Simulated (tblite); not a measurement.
Calculated harmonic vibrations of the isolated species, GFN2-xTB (tblite), most abundant isotopes, no scaling. Errors from tens to a few hundred cm⁻¹ against measured bands are possible. Modes of hydrogen on phosphorus and silicon can be 10 to 20 % off. One conformer each. Thermal functions are those of the rigid rotor and harmonic oscillator, without mixing of conformers.

Question: Order these by their zero-point energy, highest first (kJ/mol).
A. `C[C@@H]1CCC[P@H](=O)[C@@H]1[SiH3]`
B. `C/C=P/c1ccccc1C`
C. `C1CP(CCO1)(C1CC1)=O`
D. `CC[P@@]1(=O)CC=C(OC)C1`
E. `C(P(C(=O)OC)CC)C=C`
F. `C([C@H](N=C)C(F)F)#C`
G. `C=C(C)[C@@H](C)[SiH2]NCC`

Answer: G (585.1), A (511.7), C (499.2), D (491.7), E (486.5), B (442.3), F (228.5).

```
                           SMILES  atoms  mass (u)  symmetry number  modes under 300 cm⁻¹  ZPE (kJ/mol)  S translation (J/(mol K))  S rotation  S vibration      S     Cp
         C=C(C)[C@@H](C)[SiH2]NCC     26    143.11                1                    12         585.1                      170.8       126.3        184.7  481.7  208.8
C[C@@H]1CCC[P@H](=O)[C@@H]1[SiH3]     24    162.06                1                     8         511.7                      172.3       124.7        125.1  422.2  190.9
                O=P1(C2CC2)CCOCC1     23    160.07                1                     8         499.2                      172.2       124.6        125.5  422.3  176.0
           CC[P@@]1(=O)CC=C(OC)C1     23    160.07                1                    10         491.7                      172.2       126.4        147.5  446.0  190.7
                 C=CCP(CC)C(=O)OC     23    160.07                1                    12         486.5                      172.2       126.4        193.4  491.9  200.9
                  C/C=P/c1ccccc1C     21    150.06                1                     9         442.3                      171.4       126.3        134.1  431.8  174.0
               C#C[C@H](N=C)C(F)F     13    117.04                1                     5         228.5                      168.3       119.2         98.0  385.5  132.1
```

Entropies and Cp are for 298.15 K and 1 bar.
